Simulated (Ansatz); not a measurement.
Basis sets compared for Be2Te3. Charge 0, multiplicity 1. Geometry PBE0-D4/def2-SVP. Ansatz on 4 threads of Arm Neoverse V2 on a shared host; times are rough, and most runs start from earlier orbitals.

```xyz
5

Be   -0.410    1.102   -0.585
Be   -0.419   -1.245   -0.017
Te    1.379   -1.131    1.330
Te    1.383    1.607    0.676
Te   -1.934   -0.333   -1.405
```

In the def2 sets Te takes a core potential; there is no spin–orbit coupling. The structure comes from a short search, and lower isomers may exist.

Binding counts from free atoms (Be singlet, Te triplet) in the same basis, without a counterpoise term.

| level | functions | energy (Eh) | HOMO (eV) | LUMO (eV) | binding per atom (eV) | wall time |
| --- | --- | --- | --- | --- | --- | --- |
| PBE-D4/def2-SVP | 96 | -833.5962 | -5.03 | -3.45 | 2.63 | 0.9 s |
| PBE-D4/def2-TZVP | 188 | -833.6587 | -5.08 | -3.43 | 2.63 | 1.6 s |
| r2SCAN-D4/def2-TZVP | 188 | -834.0290 | -5.30 | -3.35 | 2.55 | 3.5 s |
| PBE0-D4/def2-SVP | 96 | -833.6621 | -6.00 | -2.78 | 2.54 | 1.4 s |
| PBE0-D4/def2-TZVP (with forces) | 188 | -833.7239 | -6.03 | -2.73 | 2.55 | 4 s |

(1) Estimate the rows for PBE-D4/def2-TZVPD, r2SCAN-D4/def2-TZVPD, PBE0-D4/def2-TZVPD.

Answers

(1) 
| level | functions | energy (Eh) | HOMO (eV) | LUMO (eV) | binding per atom (eV) | wall time |
| --- | --- | --- | --- | --- | --- | --- |
| PBE-D4/def2-TZVPD | 221 | -833.6593 | -5.10 | -3.45 | 2.63 | 2.6 s |
| r2SCAN-D4/def2-TZVPD | 221 | -834.0297 | -5.30 | -3.36 | 2.55 | 4.4 s |
| PBE0-D4/def2-TZVPD | 221 | -833.7244 | -6.04 | -2.75 | 2.55 | 3.8 s |
